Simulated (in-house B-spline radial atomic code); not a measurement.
Ag⁺. Computed with a B-spline radial atomic code. Model: non-relativistic spherical atom: semilocal Troullier-Martins pseudo-atom, one channel per l, against all electrons, high spin, G0W0 and RPA with empty states to l = 8, local potential for every l without a channel, a model core (radius 0 = none) keeps its share of the functional.

Without relativity these are model numbers for so heavy an element.

What the tables leave out is listed at the end.

The pseudopotential gives back the lowest level of each angular momentum of its own functional in the configuration it was made in; a second state of the same l is only approximately right. Exact exchange, RPA and GW see the smooth pseudo-orbitals and miss the exchange with the core, for which the functional's share stands in. The column with an uncorrelated core keeps all orbitals and exact exchange, and so separates missing core correlation from pseudisation. Only the three outermost levels and the lowest empty one were computed. RPA here is direct RPA, with no exchange kernel, and its energies carry an (l + 1/2)⁻⁴ tail. A hybrid on a potential with a model core restores only its own semilocal share of the core's exchange.

Command:
```bash
python run_psgw.py task.json out
```
Settings (lengths in bohr, energies in hartree):
```
Z                      47
electrons              46
configuration          [Kr] 4d10
generated_in           [Kr] 4d10 5s1
functional             lda,vwn
core_shells            7
radius_factor          1
core_correction        False
```

Time taken, with all properties: 33 s on 1 thread of Arm Neoverse N1, on a shared host.

Given: made with LDA VWN5; model core radius 0 bohr; local radius 1.138 bohr; mean-field start PBE0.

Valence shells of the generating configuration: 4p, 4d, 5s.

Channel: s 2.593, p 0.881, d 1.034 (radii in bohr).

Computed: largest level miss in the spin-unpolarised generating configuration 0 eV; valence RPA correlation energy all-electron orbitals -0.96354 hartree; all-electron RPA polarisability, core included 7.6285 bohr³; pseudo-atom RPA polarisability 7.6745 bohr³.

| level | occupied | mean-field all-electron (eV) | mean-field pseudo minus all (eV) | G0W0 all-electron (eV) | G0W0 uncorrelated core minus all (eV) | G0W0 pseudo minus all (eV) | exchange self-energy all-electron (eV) | exchange self-energy pseudo (eV) |
| --- | --- | --- | --- | --- | --- | --- | --- | --- |
| 4d | 1 | -17.742 | 0.054 | -22.135 | 0.104 | 0.684 | -35.74 | -29.898 |
| 5s (empty) | 0 | -9.322 | -0.373 | -7.1523 | -0.008 | -0.814 | -2.9531 | -3.632 |

(1) What is the valence RPA correlation energy pseudo?

Given: mean-field start Hartree-Fock.

Computed: valence RPA correlation energy all-electron orbitals -0.8437 hartree; all-electron RPA polarisability, core included 5.5807 bohr³; pseudo-atom RPA polarisability 5.7679 bohr³.

```
     level  occupied  mean-field all-electron (eV)  mean-field pseudo minus all (eV)  G0W0 all-electron (eV)  G0W0 uncorrelated core minus all (eV)  G0W0 pseudo minus all (eV)  exchange self-energy all-electron (eV)  exchange self-energy pseudo (eV)
        4d         1                       -22.458                             0.328                 -22.407                                  0.112                       0.362                                 -35.909                           -30.048
5s (empty)         0                        -5.839                            -1.077                 -6.7461                                 -0.003                      -0.942                                 -1.7833                           -3.4104
```

(2) What is the valence RPA correlation energy pseudo?

Answers

(1) -1.1708 hartree.

(2) -1.0466 hartree.

Among the listed levels the largest G0W0 shift of the pseudo-atom is -0.94 eV, for 5s (empty) on the Hartree-Fock start, while leaving the core uncorrelated moves that level by 0.00 eV. So pseudisation and the lost core exchange, not the missing core correlation, make the error. Not in the tables (levels of low weight, unsolved or above zero; the highest and the empty levels are kept at any weight): on LDA, a start not tabulated, the G0W0 levels 4d (pseudo minus all +0.63 eV, weights 0.56 and 0.41), 4p (pseudo minus all +4.62 eV, weights 0.09 and 0.08), 5s (pseudo minus all -0.87 eV, weights 0.94 and 0.94); on PBE0 the G0W0 levels 4p (pseudo minus all +1.23 eV, weights 0.08 and 0.22); on Hartree-Fock the G0W0 levels 4p (pseudo minus all +3.80 eV, weights 0.34 and 0.52).
